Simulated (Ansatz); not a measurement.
Ansatz (a program for electronic structure) input (HF/3-21G): The .json file is the Basis Set Exchange's 3-21G.

Ansatz 0.2 input:
```yaml
crystal:
  periodic: [false, false, false]
  atoms:
    - {symbol: C, position_ang: [1.30535962, -0.11807880, -0.13432104]}
    - {symbol: C, position_ang: [0.13353892, 0.01510254, -0.03030546]}
    - {symbol: O, position_ang: [-1.17105632, 0.17183607, 0.08033915]}
    - {symbol: H, position_ang: [2.34360975, -0.22298546, -0.23445961]}
    - {symbol: H, position_ang: [-1.60855046, -0.53384554, 0.57950543]}
basis:
  gaussian:
    orbitals: 3-21G.json
hamiltonian:
  xc: {name: HF}
phonons: {temperatures: {t_min: 298.15, t_max: 298.15, t_step: 100}}
```

Output:

```
Functional definition: HF
integrals: 0.00 GiB planned
412 factors; integrals over basis functions are off by at most 7.9e-4 eV
mean field: 0.05 GiB planned
mean field evaluation 1: about -4102.7236 eV, gradient 2.4e1 eV
mean field evaluation 2: about -4102.7294 eV, gradient 2.4e1 eV
mean field evaluation 4: about -4104.1646 eV, gradient 3.3e0 eV
mean field evaluation 8: about -4104.1993 eV, gradient 8.1e-5 eV
mean field -4104.19906963 eV, -150.8265338828 hartree, gradient 1.7e-5 eV, S^2 0.000000; 0 other end points of the search recorded, 0 dependent functions left out
the calculation of the forces begins
reference -4104.19906963 eV, -150.8265338828 hartree; 11, 11 occupied and 20, 20 virtual orbitals, 412 factors
these checks for a lower state are left out or cut short: stability, starts, cluster_reference, orbital_swaps, neighbouring_geometries, increment
integrals: 0.00 GiB planned
412 factors; integrals over basis functions are off by at most 7.9e-4 eV
mean field: 0.05 GiB planned
mean field evaluation 16: about -4104.1990 eV, gradient 3.7e-6 eV
mean field -4104.19903691 eV, -150.8265326804 hartree, gradient 8.6e-7 eV, S^2 0.000000; 0 other end points of the search recorded, 0 dependent functions left out
the calculation of the forces begins
reference -4104.19903691 eV, -150.8265326804 hartree; 11, 11 occupied and 20, 20 virtual orbitals, 412 factors
these checks for a lower state are left out or cut short: stability, starts, cluster_reference, orbital_swaps, neighbouring_geometries, increment
integrals: 0.00 GiB planned
412 factors; integrals over basis functions are off by at most 7.9e-4 eV
mean field: 0.05 GiB planned
mean field -4104.19903687 eV, -150.8265326789 hartree, gradient 8.6e-7 eV, S^2 0.000000; 0 other end points of the search recorded, 0 dependent functions left out
the calculation of the forces begins
reference -4104.19903687 eV, -150.8265326789 hartree; 11, 11 occupied and 20, 20 virtual orbitals, 412 factors
these checks for a lower state are left out or cut short: stability, starts, cluster_reference, orbital_swaps, neighbouring_geometries, increment
integrals: 0.00 GiB planned
412 factors; integrals over basis functions are off by at most 7.9e-4 eV
mean field: 0.05 GiB planned
mean field evaluation 32: about -4104.1988 eV, gradient 3.7e-6 eV
mean field -4104.19878292 eV, -150.8265233464 hartree, gradient 8.6e-7 eV, S^2 0.000000; 0 other end points of the search recorded, 0 dependent functions left out
the calculation of the forces begins
reference -4104.19878292 eV, -150.8265233464 hartree; 11, 11 occupied and 20, 20 virtual orbitals, 412 factors
these checks for a lower state are left out or cut short: stability, starts, cluster_reference, orbital_swaps, neighbouring_geometries, increment
integrals: 0.00 GiB planned
412 factors; integrals over basis functions are off by at most 8.0e-4 eV
mean field: 0.05 GiB planned
mean field -4104.19878330 eV, -150.8265233604 hartree, gradient 8.6e-7 eV, S^2 0.000000; 0 other end points of the search recorded, 0 dependent functions left out
the calculation of the forces begins
reference -4104.19878330 eV, -150.8265233604 hartree; 11, 11 occupied and 20, 20 virtual orbitals, 412 factors
these checks for a lower state are left out or cut short: stability, starts, cluster_reference, orbital_swaps, neighbouring_geometries, increment
integrals: 0.00 GiB planned
412 factors; integrals over basis functions are off by at most 7.9e-4 eV
mean field: 0.05 GiB planned
mean field -4104.19902093 eV, -150.8265320933 hartree, gradient 8.6e-7 eV, S^2 0.000000; 0 other end points of the search recorded, 0 dependent functions left out
the calculation of the forces begins
reference -4104.19902093 eV, -150.8265320933 hartree; 11, 11 occupied and 20, 20 virtual orbitals, 412 factors
these checks for a lower state are left out or cut short: stability, starts, cluster_reference, orbital_swaps, neighbouring_geometries, increment
integrals: 0.00 GiB planned
412 factors; integrals over basis functions are off by at most 7.9e-4 eV
mean field: 0.05 GiB planned
mean field -4104.19902034 eV, -150.8265320713 hartree, gradient 8.6e-7 eV, S^2 0.000000; 0 other end points of the search recorded, 0 dependent functions left out
the calculation of the forces begins
reference -4104.19902034 eV, -150.8265320713 hartree; 11, 11 occupied and 20, 20 virtual orbitals, 412 factors
these checks for a lower state are left out or cut short: stability, starts, cluster_reference, orbital_swaps, neighbouring_geometries, increment
integrals: 0.00 GiB planned
412 factors; integrals over basis functions are off by at most 7.9e-4 eV
mean field: 0.05 GiB planned
mean field evaluation 64: about -4104.1988 eV, gradient 8.5e-7 eV
[...]
412 factors; integrals over basis functions are off by at most 7.9e-4 eV
mean field: 0.05 GiB planned
mean field -4104.19876978 eV, -150.8265228635 hartree, gradient 8.6e-7 eV, S^2 0.000000; 0 other end points of the search recorded, 0 dependent functions left out
the calculation of the forces begins
reference -4104.19876978 eV, -150.8265228635 hartree; 11, 11 occupied and 20, 20 virtual orbitals, 412 factors
these checks for a lower state are left out or cut short: stability, starts, cluster_reference, orbital_swaps, neighbouring_geometries, increment
integrals: 0.00 GiB planned
412 factors; integrals over basis functions are off by at most 7.9e-4 eV
mean field: 0.05 GiB planned
mean field -4104.19892048 eV, -150.8265284016 hartree, gradient 8.6e-7 eV, S^2 0.000000; 0 other end points of the search recorded, 0 dependent functions left out
the calculation of the forces begins
reference -4104.19892048 eV, -150.8265284016 hartree; 11, 11 occupied and 20, 20 virtual orbitals, 412 factors
these checks for a lower state are left out or cut short: stability, starts, cluster_reference, orbital_swaps, neighbouring_geometries, increment
integrals: 0.00 GiB planned
412 factors; integrals over basis functions are off by at most 7.9e-4 eV
mean field: 0.05 GiB planned
mean field -4104.19891653 eV, -150.8265282566 hartree, gradient 8.6e-7 eV, S^2 0.000000; 0 other end points of the search recorded, 0 dependent functions left out
the calculation of the forces begins
reference -4104.19891653 eV, -150.8265282566 hartree; 11, 11 occupied and 20, 20 virtual orbitals, 412 factors
these checks for a lower state are left out or cut short: stability, starts, cluster_reference, orbital_swaps, neighbouring_geometries, increment
integrals: 0.00 GiB planned
412 factors; integrals over basis functions are off by at most 7.9e-4 eV
mean field: 0.05 GiB planned
mean field -4104.19896591 eV, -150.8265300711 hartree, gradient 8.6e-7 eV, S^2 0.000000; 0 other end points of the search recorded, 0 dependent functions left out
the calculation of the forces begins
reference -4104.19896591 eV, -150.8265300711 hartree; 11, 11 occupied and 20, 20 virtual orbitals, 412 factors
these checks for a lower state are left out or cut short: stability, starts, cluster_reference, orbital_swaps, neighbouring_geometries, increment
integrals: 0.00 GiB planned
412 factors; integrals over basis functions are off by at most 7.9e-4 eV
mean field: 0.05 GiB planned
mean field evaluation 96: about -4104.1929 eV, gradient 2.4e-1 eV
mean field -4104.19896718 eV, -150.8265301179 hartree, gradient 8.6e-7 eV, S^2 0.000000; 0 other end points of the search recorded, 0 dependent functions left out
the calculation of the forces begins
reference -4104.19896718 eV, -150.8265301179 hartree; 11, 11 occupied and 20, 20 virtual orbitals, 412 factors
these checks for a lower state are left out or cut short: stability, starts, cluster_reference, orbital_swaps, neighbouring_geometries, increment
integrals: 0.00 GiB planned
412 factors; integrals over basis functions are off by at most 7.9e-4 eV
mean field: 0.05 GiB planned
mean field -4104.19906143 eV, -150.8265335816 hartree, gradient 8.6e-7 eV, S^2 0.000000; 0 other end points of the search recorded, 0 dependent functions left out
the calculation of the forces begins
reference -4104.19906143 eV, -150.8265335816 hartree; 11, 11 occupied and 20, 20 virtual orbitals, 412 factors
these checks for a lower state are left out or cut short: stability, starts, cluster_reference, orbital_swaps, neighbouring_geometries, increment
integrals: 0.00 GiB planned
412 factors; integrals over basis functions are off by at most 7.9e-4 eV
mean field: 0.05 GiB planned
mean field -4104.19906188 eV, -150.8265335979 hartree, gradient 8.6e-7 eV, S^2 0.000000; 0 other end points of the search recorded, 0 dependent functions left out
the calculation of the forces begins
reference -4104.19906188 eV, -150.8265335979 hartree; 11, 11 occupied and 20, 20 virtual orbitals, 412 factors
these checks for a lower state are left out or cut short: stability, starts, cluster_reference, orbital_swaps, neighbouring_geometries, increment
integrals: 0.00 GiB planned
412 factors; integrals over basis functions are off by at most 8.0e-4 eV
mean field: 0.05 GiB planned
mean field -4104.19899721 eV, -150.8265312215 hartree, gradient 8.6e-7 eV, S^2 0.000000; 0 other end points of the search recorded, 0 dependent functions left out
the calculation of the forces begins
reference -4104.19899721 eV, -150.8265312215 hartree; 11, 11 occupied and 20, 20 virtual orbitals, 412 factors
these checks for a lower state are left out or cut short: stability, starts, cluster_reference, orbital_swaps, neighbouring_geometries, increment
integrals: 0.00 GiB planned
412 factors; integrals over basis functions are off by at most 7.9e-4 eV
mean field: 0.05 GiB planned
mean field evaluation 128: about -4104.1990 eV, gradient 3.8e-2 eV
mean field -4104.19899492 eV, -150.8265311373 hartree, gradient 8.6e-7 eV, S^2 0.000000; 0 other end points of the search recorded, 0 dependent functions left out
the calculation of the forces begins
reference -4104.19899492 eV, -150.8265311373 hartree; 11, 11 occupied and 20, 20 virtual orbitals, 412 factors
these checks for a lower state are left out or cut short: stability, starts, cluster_reference, orbital_swaps, neighbouring_geometries, increment
integrals: 0.00 GiB planned
412 factors; integrals over basis functions are off by at most 7.9e-4 eV
mean field: 0.05 GiB planned
mean field -4104.19894043 eV, -150.8265291348 hartree, gradient 8.6e-7 eV, S^2 0.000000; 0 other end points of the search recorded, 0 dependent functions left out
the calculation of the forces begins
reference -4104.19894043 eV, -150.8265291348 hartree; 11, 11 occupied and 20, 20 virtual orbitals, 412 factors
these checks for a lower state are left out or cut short: stability, starts, cluster_reference, orbital_swaps, neighbouring_geometries, increment
integrals: 0.00 GiB planned
412 factors; integrals over basis functions are off by at most 7.9e-4 eV
mean field: 0.05 GiB planned
mean field -4104.19894459 eV, -150.8265292876 hartree, gradient 8.6e-7 eV, S^2 0.000000; 0 other end points of the search recorded, 0 dependent functions left out
the calculation of the forces begins
reference -4104.19894459 eV, -150.8265292876 hartree; 11, 11 occupied and 20, 20 virtual orbitals, 412 factors
these checks for a lower state are left out or cut short: stability, starts, cluster_reference, orbital_swaps, neighbouring_geometries, increment
integrals: 0.00 GiB planned
412 factors; integrals over basis functions are off by at most 7.9e-4 eV
mean field: 0.05 GiB planned
mean field -4104.19904319 eV, -150.8265329114 hartree, gradient 8.6e-7 eV, S^2 0.000000; 0 other end points of the search recorded, 0 dependent functions left out
the calculation of the forces begins
reference -4104.19904319 eV, -150.8265329114 hartree; 11, 11 occupied and 20, 20 virtual orbitals, 412 factors
these checks for a lower state are left out or cut short: stability, starts, cluster_reference, orbital_swaps, neighbouring_geometries, increment
integrals: 0.00 GiB planned
412 factors; integrals over basis functions are off by at most 7.9e-4 eV
mean field: 0.05 GiB planned
mean field evaluation 160: about -4104.1990 eV, gradient 2.4e-5 eV
mean field -4104.19904384 eV, -150.8265329349 hartree, gradient 8.6e-7 eV, S^2 0.000000; 0 other end points of the search recorded, 0 dependent functions left out
the calculation of the forces begins
reference -4104.19904384 eV, -150.8265329349 hartree; 11, 11 occupied and 20, 20 virtual orbitals, 412 factors
Total energy: -4104.19906963 eV, -150.8265338828 hartree
Atom 0 at     1.305360    -0.118079    -0.134321 Å, force    -0.000297     0.000022     0.000034 eV/Å
Atom 1 at     0.133539     0.015103    -0.030305 Å, force     0.000142     0.000105    -0.000086 eV/Å
Atom 2 at    -1.171056     0.171836     0.080339 Å, force    -0.000193     0.000494    -0.000270 eV/Å
Atom 3 at     2.343610    -0.222985    -0.234460 Å, force     0.000566    -0.000120    -0.000016 eV/Å
Atom 4 at    -1.608550    -0.533846     0.579505 Å, force    -0.000218    -0.000501     0.000339 eV/Å
Dipole moment:    -0.078140    -0.353851     0.227980 e Å
Vibrations: 531.87 580.82 868.68 944.44 1127.20 1366.56 2477.50 3690.63 3839.39 cm⁻¹, zero-point energy 0.956358 eV
```

The blocks after the first are displaced geometries, from whose forces the wavenumbers follow.
